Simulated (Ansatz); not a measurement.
A nudged elastic band was laid between two geometries of B2F3H (6 atoms, charge 0, multiplicity 1).

Method: Ansatz, RKS PBE0-D4/def2-SVP.

```yaml
movable_images: 5
climbing_image: yes
spring: 5.0 eV/Å²
optimiser: quadratic models (default)
start_path: through a guess of the saddle point
force_threshold: 0.03 eV/Å
iteration_limit: 60
end_points: relaxed
```

First end point:

```xyz
6
Properties=species:S:1:pos:R:3
F -0.700 1.018 1.408
B -0.310 -0.092 0.810
B 0.322 0.016 -0.803
F 0.873 -1.023 -1.402
F 0.279 1.137 -1.498
H -0.423 -1.121 1.439
```

Last end point:

```xyz
6
Properties=species:S:1:pos:R:3
F -1.451 0.487 1.114
B -0.287 -0.062 0.811
B 0.318 0.025 -0.799
F 0.047 -0.904 -1.699
F 1.114 1.003 -1.194
H 0.301 -0.612 1.720
```

Problem. Which bonds break or form, and what moves?

Solution. No bond is made or broken. The dihedral F1–B2–B3–F5 goes from -8 to 92°.

Problem. What energy profile does the band end with?

Solution. The forces met the threshold. The highest image is number 0 of 0 to 6, 0.0 kcal/mol above the first end and 0.6 kcal/mol above the last; the last end lies 0.6 kcal/mol below the first. The highest image is an end point: on this band no image between the ends rises above it.

```csv
image,path coordinate (Å),energy (kcal/mol),dihedral F1–B2–B3–F5 (°)
0,0.00,0.0,-8
1,0.31,0.0,8
2,0.63,-0.1,25
3,0.95,-0.2,42
4,1.26,-0.4,59
5,1.58,-0.5,75
6,1.90,-0.6,92
```

Time of the run: 110 s on 1 thread of Intel(R) Xeon(R) Platinum 8488C (Sapphire Rapids) (shared host), peak memory 0.16 GiB.
